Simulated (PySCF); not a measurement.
Al(H)2(NCO) (CH₂AlNO), SMILES O=C=[N][AlH2].

Geometry: B3LYP-D3(BJ)/def2-SVP.

Computed with IEF-PCM-B3LYP/def2-SVP (PySCF).

The values are the electrostatic part of the solvation free energy, E(continuum) − E(gas) at the gas-phase geometry, in a cavity of scaled van der Waals radii (PySCF's table); cavitation and dispersion terms are not included. A continuum can't describe solvent molecules that bind to the metal. In vacuum the orbital gap is 6.10 eV. The dipole moment in vacuum is 1.89 D.

Computed values in water (ε = 78.36), ethanol (ε = 24.85), acetone (ε = 20.49):
```tsv
solvent	ε	ΔG(elec) (kcal/mol)	dipole (D)	gap (eV)
water	78.36	-5.4	2.49	6.58
ethanol	24.85	-5.2	2.47	6.56
acetone	20.49	-5.1	2.46	6.55
```
